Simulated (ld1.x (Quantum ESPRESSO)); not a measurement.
## platinum: variants of one TM potential

Base potential:

| Property | Result |
| --- | --- |
| Element | platinum (Pt) |
| Generator | ld1.x (Quantum ESPRESSO) 7.5 |
| Type | norm-conserving Troullier–Martins (Kleinman–Bylander form) |
| Functional | PBE |
| Relativity | scalar-relativistic |
| Frozen core | [Xe] 4f14 |
| Valence charge | 10 |
| Reference configuration | 5d9 6s1 6p0 |
| Partial waves | 6p (bound, empty): rc 4.00 bohr; 5d (bound): rc 1.90 bohr; 6s (bound): rc 2.55 bohr |
| Local potential | the s channel |
| Core correction | none |

All-electron outer shells of the reference configuration (PBE, scalar-relativistic, ld1.x):

```
shell  level (eV)  outermost node (bohr)  outermost maximum (bohr)
   4f      -70.08                      –                      0.38
   5p      -56.02                   0.53                      0.98
   5d       -6.14                   0.57                      1.26
   6s       -5.66                   1.14                      2.38
   6p       -0.84                   1.36                      3.69
```

Cutoffs, loose and tight: the cutoffs (Ry, on a coarse ladder) from which the occupation-weighted sum of valence levels, in a spherical-Bessel basis at the reference potential, stays within 10 and 1 mRy of its value at 400 Ry. They do not see the model core or the augmentation charge, which bear on the density cutoff. Test errors are all-electron minus pseudo excitation energies from the reference, over the configurations 5d9 6s0 6p0; 5d8 6s0 6p0; 5d7 6s0 6p0; 5d9 6s0 6p1; 5d8 6s2 6p0; 5d10 6s0 6p0; 5d8 6s1 6p0. A dash means not determined; rows that change the core or the reference have their own tests.

```tsv
change	outcome	cutoff, loose	cutoff, tight	bound ghosts	largest test error (meV)
base	generated	40 Ry	50 Ry	none	-206
wave 6s (bound): rc 2.55 bohr becomes 6s (bound): rc 2.22 bohr	generated	40 Ry	50 Ry	none	-202
wave 6s (bound): rc 2.55 bohr becomes 6s (bound): rc 2.44 bohr	generated	40 Ry	50 Ry	none	-203
wave 6s (bound): rc 2.55 bohr becomes 6s (bound): rc 3.00 bohr	generated	40 Ry	50 Ry	none	-259
wave 6s (bound): rc 2.55 bohr becomes 6s (bound): rc 3.80 bohr	generated	40 Ry	50 Ry	none	-603
```

Problem. What comes out with this change to the base: wave 6s (bound): rc 2.55 bohr becomes 6s (bound): rc 1.80 bohr?

Solution. outcome: generated; cutoff, loose: 40 Ry; cutoff, tight: 70 Ry; bound ghosts: none; largest test error (meV): -168.

Problem. What comes out with this change to the base: wave 6s (bound): rc 2.55 bohr becomes 6s (bound): rc 3.26 bohr?

Solution. outcome: generated; cutoff, loose: 40 Ry; cutoff, tight: 50 Ry; bound ghosts: none; largest test error (meV): -354.

Reading the sweep of the s radius (base included, trends over the rows without a ghost): The loose cutoff stays near 40 Ry. The median size of the test errors (rows with all tests solved) is not monotonic: lowest 7.1 meV at 3.26 bohr, highest 40.5 meV at 3.8 bohr.
